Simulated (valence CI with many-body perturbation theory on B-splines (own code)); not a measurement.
# Energy levels of Te XLVIII

Computed by configuration interaction combined with many-body perturbation theory (CI+MBPT): three valence electrons over a frozen Dirac-Fock core [He], a basis of 9 s, 9 p, 8 d, 6 f, 3 g, 1 h functions for each j, with the one-electron correlation potential Σ1, the two-electron term Σ2, the three-electron term Σ3, Breit, model QED; selected CI, second order for the rest, scaled by the run's own slope (own B-spline code, finite nucleus).

The last digits are not significant, and no measured levels were compared; by estimate large intervals hold to a few tenths of a per cent, small ones and those within an open d or f shell to about a per cent.

Levels 1 to 45 of 48, with energies above the lowest level, (2s^2 2p1/2) J=1/2. "Leading %" is the weight of the configuration and term that name the level; weights of strongly mixed levels are sums over their largest components and can fall short, so below about 35 % the name and the second component can differ from the true leading terms, or belong to a minority configuration. In the jj column 3d3/2^4 stands for four electrons in 3d with j = 3/2. Lifetimes count E1, E2, E3, M1 and M2 decay at the calculated energies, and are blank where another channel may lead or the interval is too uncertain; long ones can be off by a factor of two.

```csv
No.,Configuration,Term,J,E (eV),Leading %,g,Leading jj,Lifetime
1,2s²2p,²P°,1/2,0.0,100,0.643,2s^2 2p1/2 (100 %),
2,2s2p²,⁴P,1/2,154.2,60,2.199,2s 2p1/2^2 (97 %),121 ps
3,2s²2p,²P°,3/2,303.6,98,1.317,2s^2 2p3/2 (98 %),2.71 ns
4,2s2p²,⁴P,3/2,411.4,93,1.661,2s 2p1/2 2p3/2 (99 %),380 ps
5,2s2p²,²D,5/2,441.9,56,1.359,2s 2p1/2 2p3/2 (99 %),268 ps
6,2s2p²,²D,3/2,489.9,67,0.961,2s 2p1/2 2p3/2 (99 %),1.93 ps
7,2s2p²,²P,1/2,490.7,72,1.207,2s 2p1/2 2p3/2 (97 %),1.48 ps
8,2p³,²P°,3/2,655.9,45,1.366,2p1/2^2 2p3/2 (98 %),2.25 ps
9,2s2p²,⁴P,5/2,733.2,56,1.405,2s 2p3/2^2 (99 %),8.86 ps
10,2s2p²,²S,1/2,803.7,70,1.874,2s 2p3/2^2 (99 %),1.80 ps
11,2s2p²,²P,3/2,804.8,66,1.194,2s 2p3/2^2 (99 %),1.06 ps
12,2p³,⁴S°,3/2,929.5,54,1.435,2p1/2 2p3/2^2 (100 %),1.19 ps
13,2p³,²D°,5/2,948.6,100,1.182,2p1/2 2p3/2^2 (100 %),1.39 ps
14,2p³,²P°,1/2,985.3,100,0.643,2p1/2 2p3/2^2 (100 %),1.02 ps
15,2p³,²P°,3/2,1264.8,54,1.283,2p3/2^3 (99 %),804 fs
16,2s²3s,²S,1/2,4762.5,97,1.993,2s^2 3s (97 %),17.6 fs
17,2s²3p,²P°,1/2,4816.3,95,0.670,2s^2 3p1/2 (95 %),413 fs
18,2s2p3s,⁴P°,1/2,4867.7,87,2.394,2s 2p1/2 3s (98 %),19.4 fs
19,2s2p3s,⁴P°,3/2,4881.8,53,1.530,2s 2p1/2 3s (83 %),20.7 fs
20,2s2p3s,²P°,1/2,4904.5,94,0.740,2s 2p1/2 3s (98 %),25.3 fs
21,2s²3p,²P°,3/2,4910.6,82,1.374,2s^2 3p3/2 (82 %),69.5 fs
22,2s2p3p,⁴D,1/2,4913.1,72,0.261,2s 2p1/2 3p1/2 (100 %),24.6 fs
23,2s2p3p,⁴D,3/2,4930.5,40,1.099,2s 2p1/2 3p1/2 (90 %),4.98 fs
24,2s²3d,²D,3/2,4949.4,89,0.829,2s^2 3d3/2 (89 %),3.53 fs
25,2s2p3p,⁴P,1/2,4958.1,51,2.010,2s 2p1/2 3p1/2 (98 %),19.4 fs
26,2s²3d,²D,5/2,4973.1,97,1.194,2s^2 3d5/2 (97 %),2.70 fs
27,2s2p3p,⁴P,3/2,5011.0,30,1.407,2s 2p1/2 3p3/2 (100 %),21.5 fs
28,2s2p3p,²P,1/2,5024.2,31,1.375,2s 2p1/2 3p3/2 (80 %),7.37 fs
29,2s2p3p,⁴D,5/2,5031.6,50,1.342,2s 2p1/2 3p3/2 (97 %),150 fs
30,2s2p3p,²D,3/2,5034.6,46,1.245,2s 2p1/2 3p3/2 (98 %),9.39 fs
31,2s2p3d,⁴F°,3/2,5042.2,73,0.553,2s 2p1/2 3d3/2 (99 %),11.1 fs
32,2s2p3d,⁴F°,5/2,5061.3,58,1.039,2s 2p1/2 3d3/2 (87 %),11.3 fs
33,2s2p3d,⁴D°,1/2,5072.4,53,0.423,2s 2p1/2 3d3/2 (86 %),1.60 fs
34,2p²3s,⁴P,1/2,5074.7,42,1.918,2p1/2^2 3s (79 %),16.7 fs
35,2s2p3d,⁴D°,3/2,5075.6,33,1.237,2s 2p1/2 3d3/2 (91 %),2.14 fs
36,2s2p3d,⁴P°,5/2,5077.4,39,1.338,2s 2p1/2 3d5/2 (92 %),2.79 fs
37,2s2p3d,⁴F°,7/2,5094.9,42,1.245,2s 2p1/2 3d5/2 (98 %),2.98 fs
38,2s2p3d,²D°,3/2,5105.3,44,1.056,2s 2p1/2 3d5/2 (90 %),2.94 fs
39,2s2p3d,²F°,5/2,5105.4,57,1.047,2s 2p1/2 3d5/2 (94 %),2.95 fs
40,2p²3p,⁴D°,1/2,5111.6,37,0.631,2p1/2^2 3p1/2 (85 %),39.4 fs
41,2s2p3s,⁴P°,5/2,5171.4,99,1.583,2s 2p3/2 3s (99 %),28.0 fs
42,2s2p3s,²P°,3/2,5188.7,78,1.396,2s 2p3/2 3s (98 %),15.3 fs
43,2p²3p,²P°,3/2,5205.7,30,1.330,2p1/2^2 3p3/2 (95 %),9.76 fs
44,2s2p3p,⁴P,3/2,5230.3,48,1.633,2s 2p3/2 3p1/2 (99 %),27.4 fs
45,2s2p3p,²D,5/2,5233.0,43,1.334,2s 2p3/2 3p1/2 (99 %),11.4 fs
```

The ionisation energy to 2s² ¹S0 of the next ion comes out as 8494.4 eV (NIST: 8499 ± 4 eV (theoretical)). All 48 levels together are meant to be complete up to 5243.9 eV.
